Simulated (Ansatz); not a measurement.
C₃H₆OSSi, SMILES `C=C=C(O)[SiH2]S`, relaxed with RKS PBE-D4/def2-SVP in Ansatz 0.2.0 from a rough embedded geometry. The force threshold is 0.03 eV/Å; the program also tests the step.

Charge 0, multiplicity 1.

Start:

```xyz
12

C     1.355   -1.619   -0.594
C     0.900   -0.551   -0.176
C     0.467    0.553    0.287
O     1.179    1.281    1.212
Si   -1.182    1.234   -0.210
S    -2.723    0.114    0.829
H     1.222   -2.577   -0.086
H     1.865   -1.671   -1.599
H     2.009    0.673    1.379
H    -1.431    1.011   -1.644
H    -1.349    2.643    0.128
H    -2.313   -1.092    0.476
```

(1) How much energy does the relaxation release, and in how many steps? (Estimate.)

(2) Which bonds change most? (Best estimate.)

(3) Give the relaxed structure. (An estimate is asked.)

Answers

(1) The calculation gave: 16.51 kcal/mol, in 24 steps, 4 of them rejected.

(2) The calculation gave: C1–C2 from 1.235 to 1.320 Å; O4–H9 from 1.042 to 0.978 Å; C2–C3 from 1.273 to 1.329 Å; Si5–H11 from 1.459 to 1.502 Å.

(3) Computed: 
```xyz
12

C     1.612   -1.568   -0.930
C     1.047   -0.583   -0.256
C     0.436    0.408    0.383
O     0.884    1.036    1.522
Si   -1.220    1.045   -0.275
S    -2.826    0.771    1.146
H     1.405   -2.630   -0.697
H     2.320   -1.377   -1.759
H     1.729    0.620    1.785
H    -1.476    0.335   -1.573
H    -1.169    2.533   -0.472
H    -2.742   -0.590    1.125
```
